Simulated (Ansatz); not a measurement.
Basis sets compared for Li4N⁺. The state is a singlet with charge 1. Geometry B3LYP-D4/def2-TZVP. Ansatz on 4 threads of Arm Neoverse V2 on a shared host; times are rough, and most runs start from earlier orbitals.

Cartesian coordinates in Å:
```
Li -0.499 -0.246 1.690
Li 0.379 1.718 -0.262
Li 1.442 -0.984 -0.342
Li -1.322 -0.489 -1.085
N 0.000 0.000 0.000
```

B3LYP takes the VWN-RPA correlation. The structure comes from a short search, and lower isomers may exist.

```
           level  functions  energy (Eh)  HOMO (eV)  LUMO (eV)  wall time
       HF/STO-3G         25     -83.0639     -11.62      -2.06     0.05 s
        HF/6-31G         45     -84.1181     -11.40      -2.97     0.15 s
 PBE-D4/def2-SVP         50     -84.5027      -7.91      -5.26      0.4 s
  B3LYP-D4/6-31G         45     -84.7342      -8.77      -4.96      0.5 s
PBE0-D4/def2-SVP         50     -84.5133      -8.90      -4.64     0.35 s
```

Problem. Estimate the rows for PBE-D4/def2-TZVP, B3LYP-D4/def2-TZVP, PBE0-D4/def2-TZVP.

Solution. 
```csv
level,functions,energy (Eh),HOMO (eV),LUMO (eV),wall time
PBE-D4/def2-TZVP,87,-84.5863,-7.93,-5.31,0.4 s
B3LYP-D4/def2-TZVP,87,-84.7735,-8.77,-4.98,0.45 s
PBE0-D4/def2-TZVP,87,-84.5958,-8.93,-4.69,0.6 s
```
